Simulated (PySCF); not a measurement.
Exact mass, isotope pattern and composition

Species: `[H]/[C]=C\[SiH2]N[SiH2]N` [radical].

Calculated from tabulated atomic weights, isotope masses and abundances; no fragmentation.

Task: Molar mass and exact mass?

Result: For C2H9N2Si2, with standard atomic weights, 2 × 12.011 + 2 × 28.085 + 2 × 14.007 + 9 × 1.008 = 117.278 g/mol. From the most abundant isotopes (12C, 28Si, 14N, 1H), 2 × 12.000000 + 2 × 27.976927 + 2 × 14.003074 + 9 × 1.007825 = 117.0304 u.

Task: Work out the cluster of the singly charged cation M+, one line a nominal mass.

Result: 
| nominal mass | m/z (centroid) | relative intensity |
| --- | --- | --- |
| 117 | 117.0299 | 100.0 |
| 118 | 118.0300 | 13.2 |
| 119 | 119.0270 | 7.3 |
| 120 | 120.0272 | 0.6 |
| 121 | 121.0241 | 0.1 |

Lines under 0.1 % of the tallest are left out. One electron mass, 0.00055 u, is taken off. Abundances used (%; other tables differ somewhat): 12C 98.93, 13C 1.07; 28Si 92.2297, 29Si 4.6832, 30Si 3.0872; 14N 99.632, 15N 0.368; 1H 99.9885, 2H 0.0115.

Task: Which singly substituted isotopologues are there?

Result: Intensity in % of the monoisotopic species:

```
isotope  mass shift (u)       m/z  intensity (%)
    15N        +0.99703  118.0269           0.74
   29Si        +0.99957  118.0294          10.16
    13C        +1.00335  118.0332           2.16
     2H        +1.00628  118.0362           0.10
   30Si        +1.99684  119.0267           6.69
```

Species under 0.02 % are left out.

Task: Protons, neutrons, electrons, and exact less nominal mass of the monoisotopic species?

Result: 63 protons, 54 neutrons and 63 electrons; 117.0304 − 117 = +0.0304 u.

Task: What share of all molecules is the monoisotopic species?

Result: 0.9893^2 × 0.922297^2 × 0.99632^2 × 0.999885^9 = 82.56 %.

Task: What resolving power m/Δm just matches the spacing of the species with one 29Si and with one 13C?

Result: They lie 0.00379 u apart at mass 118.03, so m/Δm is about 31000.

Task: What is the composition by mass?

Result: C 20.48 %, Si 47.89 %, N 23.89 %, H 7.74 %.
